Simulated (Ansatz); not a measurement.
Molecular dynamics, step by step

AlNH₂Te (SMILES [NH]1[AlH][Te]1), singlet, revPBE-D4/STO-3G (Ansatz 0.2.0). Settings (timestep in fs, temperature in K; T counts 9 degrees of freedom):

```yaml
hamiltonian: {xc: {name: revPBE}, dispersion: d4}
md: {n_steps: 40, timestep: 0.25, temperature: 500, ensemble: nve, seed: 971, initial_velocities: maxwell_boltzmann}
```

Start (the SMILES describes the start alone):

N1  (-0.616, -0.487, -0.516)
Al2  (0.457, 0.752, 0.080)
Te3  (0.735, -1.556, 0.985)
H4  (-1.526, -0.908, -0.597)
H5  (0.949, 2.200, 0.049)
(Å)

```csv
step,time (fs),potential energy less the start (meV),kinetic energy (meV),T (K)
0,0.00,0.0,193.9,500
2,0.50,32.2,162.0,418
4,1.00,44.2,150.1,387
6,1.50,30.6,163.5,422
8,2.00,1.6,192.2,496
10,2.50,-25.5,219.1,565
12,3.00,-37.6,231.2,596
14,3.50,-32.0,225.7,582
16,4.00,-14.4,208.2,537
18,4.50,5.5,188.6,486
20,5.00,18.4,175.7,453
22,5.50,18.7,175.5,452
24,6.00,4.6,189.4,489
26,6.50,-20.8,214.8,554
28,7.00,-51.2,245.1,632
30,7.50,-77.6,271.2,699
32,8.00,-90.6,284.2,733
34,8.50,-84.4,278.0,717
36,9.00,-60.5,254.3,656
38,9.50,-30.0,224.0,578
40,10.00,-10.8,205.1,529
```

Step 12, positions (Å) and forces (eV/Å):

```
atom       x       y       z      Fx      Fy      Fz
  N1  -0.616  -0.475  -0.527   0.452  -0.468  -0.275
 Al2   0.450   0.736   0.082   0.604   0.986   0.649
 Te3   0.737  -1.555   0.986  -0.391   0.523  -0.474
  H4  -1.603  -0.842  -0.617  -0.081   0.175   0.296
  H5   1.004   2.217   0.059  -0.582  -1.216  -0.196
```

Step 16, positions (Å) and forces (eV/Å):

| atom | x | y | z | Fx | Fy | Fz |
| --- | --- | --- | --- | --- | --- | --- |
| N1 | -0.614 | -0.471 | -0.531 | -1.283 | -1.229 | -0.592 |
| Al2 | 0.448 | 0.731 | 0.083 | 0.792 | 1.212 | 0.766 |
| Te3 | 0.738 | -1.554 | 0.986 | -0.415 | 0.455 | -0.450 |
| H4 | -1.651 | -0.825 | -0.621 | 1.458 | 0.668 | 0.471 |
| H5 | 1.011 | 2.201 | 0.058 | -0.552 | -1.106 | -0.194 |

Step 22, positions (Å) and forces (eV/Å):

| atom | x | y | z | Fx | Fy | Fz |
| --- | --- | --- | --- | --- | --- | --- |
| N1 | -0.612 | -0.466 | -0.538 | -2.441 | -1.687 | -0.841 |
| Al2 | 0.446 | 0.725 | 0.086 | 0.858 | 1.071 | 0.889 |
| Te3 | 0.738 | -1.554 | 0.986 | -0.466 | 0.378 | -0.431 |
| H4 | -1.696 | -0.787 | -0.618 | 2.412 | 0.823 | 0.577 |
| H5 | 1.014 | 2.159 | 0.054 | -0.363 | -0.585 | -0.194 |

Last step (40):

N1  (-0.623, -0.466, -0.564)
Al2  (0.443, 0.708, 0.097)
Te3  (0.740, -1.551, 0.986)
H4  (-1.619, -0.609, -0.537)
H5  (1.004, 2.032, 0.015)
(Å)

Hardware: 2 CPU threads of an Arm Neoverse V2, shared host. Wall time about 31 s.
